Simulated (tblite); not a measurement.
Species: C6H10FNSi2.
SMILES with atom numbers: `[CH:1]#[C:2][Si@@H:3]([C:4]#[C:5][CH3:6])[Si@H:7]([NH2:8])[CH2:9][F:10]` (hydrogens: H11 on C1; H12 on Si3; H13, H14, H15 on C6; H16 on Si7; H17, H18 on N8; H19, H20 on C9)

The geometry is computed with GFN2-xTB (gas phase).

Entries marked ? are missing. Bonds in one row agree within 0.01 Å.

```csv
coordinate,value
C1≡C2,?
C2–Si3,1.857 Å
Si3–C4,1.849 Å
C4≡C5,1.206 Å
C5–C6,1.446 Å
Si3–Si7,2.311 Å
Si7–N8,?
Si7–C9,?
C9–F10,?
C1–H11,1.053 Å
Si3–H12,1.476 Å
"C6–H13, C6–H14, C6–H15",1.090 Å
Si7–H16,1.478 Å
"N8–H17, N8–H18",1.008 Å
C9–H19,1.092 Å
C9–H20,1.092 Å
C1–C2–Si3,178.3°
C2–Si3–C4,105.8°
C2–Si3–Si7,110.5°
C4–Si3–Si7,110.1°
Si3–C4–C5,?
C4–C5–C6,?
Si3–Si7–N8,107.3°
Si3–Si7–C9,111.2°
N8–Si7–C9,?
Si7–C9–F10,110.1°
```

**Question.** Estimate the withheld lengths and angles.

**Answer.** 
- C1≡C2 = 1.202 Å, drawn triple (terminal alkyne carbon to alkyne carbon); 0.18 Å below the sum of covalent radii, 1.38 Å.
- Si7–N8 = 1.724 Å, drawn single (SiH silicon to silicon-bound nitrogen); 0.10 Å below the sum of covalent radii, 1.82 Å.
- Si7–C9 = 1.918 Å, drawn single (SiH silicon to sp3 C–F carbon); 0.05 Å above the sum of covalent radii, 1.87 Å.
- C9–F10 = 1.385 Å, drawn single (sp3 C–F carbon to alkyl fluorine); 0.05 Å above the sum of covalent radii, 1.33 Å.
- Si3–C4–C5 = 178.7°, at the alkyne carbon; the outer atoms are 3.054 Å apart.
- C4–C5–C6 = 179.9°, at the alkyne carbon; the outer atoms are 2.652 Å apart.
- N8–Si7–C9 = 102.7°, at the SiH silicon; the outer atoms are 2.848 Å apart.

Radii are Cordero's, carbon taken as 0.76, 0.73 or 0.69 Å for four, three, and two or fewer neighbours.

Its lowest GFN2-xTB frequency is 13i cm⁻¹, too small to tell a flat minimum from a shallow saddle. The numbers are those of one conformer (C2–Si3–Si7–N8 146°, Si3–Si7–N8–H -159° and 62°, Si3–Si7–C9–F10 175°).
